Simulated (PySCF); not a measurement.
Vertical excitations of a molecule C3H4BrF from TDDFT-ωB97X/def2-SVPD (PySCF), as energy in eV (oscillator strength): 5.61 (0.001), 6.75 (0.131), 6.77 (0.226), 7.27 (0.012), 7.62 (0.000), 7.86 (0.000), 8.24 (0.002), 8.49 (0.050), 8.56 (0.095), 8.61 (0.032). Lowest triplet (TDA): 4.18 eV. Geometry optimised at B3LYP-D3(BJ)/def2-SVP. The values are those of a single conformer.

Problem. Identify the compound among the candidates.
(A) C/C(F)=C\Br
(B) F[C@@H]1C[C@H]1Br
(C) C/C(Br)=C\F
(D) C/C=C(\F)Br

Solution. A, C/C(F)=C\Br
